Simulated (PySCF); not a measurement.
## Computed properties of Mo(O)(S)(Cl)(SH) (ClHMoOS₂), SMILES [O]=[Mo](=[S])([SH])[Cl], multiplicity 1

Mo(O)(S)(Cl)(SH) (ClHMoOS2), SMILES [Cl][Mo](=[S])(=[O])[SH], multiplicity 1. The structure is a stationary point at B3LYP-D3(BJ)/def2-SVP. The multiplicity is an assumed one; no other spin state was optimised. The structure was generated by enumeration; whether it is a known compound was not checked. The def2 effective core potentials stand for the cores of Mo; spin–orbit coupling is left out. One conformer was computed; it need not be the lowest. All values are computed for the isolated molecule unless a solvent is named; none is compared with measurement here.

**Structure.** All 12 harmonic modes at B3LYP-D3(BJ)/def2-SVP (PySCF) are real, so it is a minimum. With heavy atoms numbered as in [Mo:1](=[O:2])(=[S:3])([Cl:4])[SH:5], the shortest bond between them is Mo1–O2 at 1.672 Å and the longest Mo1–S5 at 2.329 Å.

**Vibrations.** The strongest infrared lines (harmonic, unscaled, degenerate partners summed) lie at 1039 cm⁻¹ (129 km/mol, O 85 %, Mo 15 %), 422 cm⁻¹ (69 km/mol, Cl 43 %, Mo 37 %, S 17 %), 568 cm⁻¹ (48 km/mol, S 63 %, Mo 26 %, H 10 %). The softest mode is at 119 cm⁻¹ and the zero-point energy is 9.8 kcal/mol.

**Electronic structure.** M06-2X/def2-TZVP (PySCF) places the frontier levels at -9.32 and -2.99 eV, a gap of 6.33 eV, and gives a dipole moment of 2.12 D and a mean polarisability of 96.0 bohr³. PBE/def2-TZVP (PySCF) at the same geometry gives -6.97 and -4.36 eV, so its gap is 3.72 eV narrower. An orbital gap is neither the optical nor the fundamental gap.

**Excitations.** TDA-PBE0/def2-SVPD (PySCF) has S1 at 2.87 eV (432 nm, f = 0.000, dark); the most intense of the 10 singlets computed lies at 3.34 eV (f = 0.04). T1 (TDA) is at 2.44 eV, 0.43 eV under S1. TDA-PBE/def2-SVPD (PySCF) puts S1 at 2.79 eV.
